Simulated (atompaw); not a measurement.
Before and after: PAW (atompaw) potential for lithium (Li)

Li, PAW, made with atompaw 4.2.0.5 (PBE, scalar-relativistic). Core none, reference 1s2 2s0.5 2p0 (charge +0.5). Waves: 1s (bound): rc 0.50 bohr; 2s (bound): rc 3.00 bohr; 2p (bound, empty): rc 3.00 bohr; 2p channel at 0.6 Ry: rc 3.00 bohr; 3d channel at -0.05 Ry: rc 3.00 bohr. Local part: ultrasoft scheme with l = 3 at 0 Ry, radius 2.35 bohr. Core correction: none. Augmentation charge: besselshape compensation charge, radius 2.35 bohr; PAW radius 3.00 bohr; waves and projectors: custom polynom vanderbiltortho.

Change: local potential ultrasoft scheme with l = 3 at 0 Ry, radius 2.68 bohr.

Cutoffs: the cutoffs (Ry, on a coarse ladder) from which the occupation-weighted sum of valence levels, in a spherical-Bessel basis at the reference potential, stays within 10 and 1 mRy of its value at 400 Ry; they do not see the model core or the augmentation charge, which bear on the density cutoff.

What does the change do?

The potential gets neither clearly harder nor softer (160 Ry and 200 Ry → 160 Ry and 200 Ry); the range in which the p phases agree widens (upper end 2.0 → at the end of the scan); neither file shows a bound ghost.

| quantity | base | changed |
| --- | --- | --- |
| cutoff, loose | 160 Ry | 160 Ry |
| cutoff, tight | 200 Ry | 200 Ry |
| bound ghosts | none | none |
| s: phases at 3.00 bohr within 0.05 rad from the reference energy up to (Ry; the scan ends near 5) | n/a | n/a |
| p: phases at 3.00 bohr within 0.05 rad from the reference energy up to (Ry; the scan ends near 5) | 2.0 | to the end of the scan |
| d: phases at 3.00 bohr within 0.05 rad from the reference energy up to (Ry; the scan ends near 5) | 3.7 | 3.6 |
| lowest overlap eigenvalue by channel | s 0.57, p 0.98, d 1.00 | s 0.59, p 0.97, d 1.00 |

 The cutoffs see the waves, projectors and local potential, not the compensation charge or the core.
